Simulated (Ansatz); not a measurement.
A structure relaxed at PBE0-D4/def2-TZVP, charge 0, multiplicity 1:

Cartesian coordinates in Å:
```
F 0.9683 -1.2218 1.5928
C 1.2974 0.0891 1.2747
Si 0.7209 0.4971 -0.4892
Sn -1.7203 -0.2462 -0.7814
F -1.6251 -2.0452 -1.4780
H 2.3814 0.2045 1.3764
H 0.8188 0.7509 2.0041
H 0.8333 1.9696 -0.6815
H 1.5588 -0.1972 -1.4992
H -2.6273 -0.3963 0.6567
H -2.6063 0.5953 -1.9754
```

Give its formula and SMILES.

CH6F2SiSn, `FC[SiH2][SnH2][F]`.

Summarise the bond lengths by kind.

1 × C–F 1.389 Å; 1 × C–Si 1.900 Å; 2 × C–H 1.095 Å; 1 × Si–Sn 2.569 Å; 2 × H–Si 1.485 to 1.489 Å; 1 × F–Sn 1.932 Å; 2 × H–Sn 1.707 to 1.708 Å.

Program: Ansatz 0.2.0.
